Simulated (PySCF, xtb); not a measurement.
TaO₂F, SMILES [O]=[Ta](=[O])[F], multiplicity 1.

GFN2-xTB (xtb) at its own geometry gives an orbital gap of 1.32 eV and a dipole moment of 6.32 D.

Geometry: B3LYP-D3(BJ)/def2-TZVP. The spin state was assumed, not searched. The def2 effective core potentials stand for the cores of Ta; spin–orbit coupling is left out.

Question: What does PBE/def2-TZVPD run with PySCF give? (The exact figures need the calculation; the answer reports its results.)

Answer: gap 1.92 eV (levels -6.85 and -4.93 eV), dipole 5.50 D.
